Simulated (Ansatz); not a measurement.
A run of Ansatz (development build ahead of 0.2.0) on doublet BeH at this shape:

```yaml
atoms:
  - { symbol: Be, position_ang: [0.0000, 0.0000, -0.2934] }
  - { symbol: H, position_ang: [0.0000, 0.0000, 1.1738] }
```

Its results:

```
Converged                       : yes
Total energy                    : -15.14779 hartree
Spin squared of the determinant : 0.754
```

Which input gives this output? Name the method, the orbitals and the basis set, and write the input.

UHF in def2-TZVP.

```yaml
crystal:
  periodic: [false, false, false]
  atoms:
    - { symbol: Be, position_ang: [0.0, 0.0, -0.29344] }
    - { symbol: H, position_ang: [0.0, 0.0, 1.17378] }
basis:
  gaussian: { orbitals: def2-TZVP }
magnetization:
  spin_polarized: true
  initial_magnetization: 1
hamiltonian:
  xc: hf
```
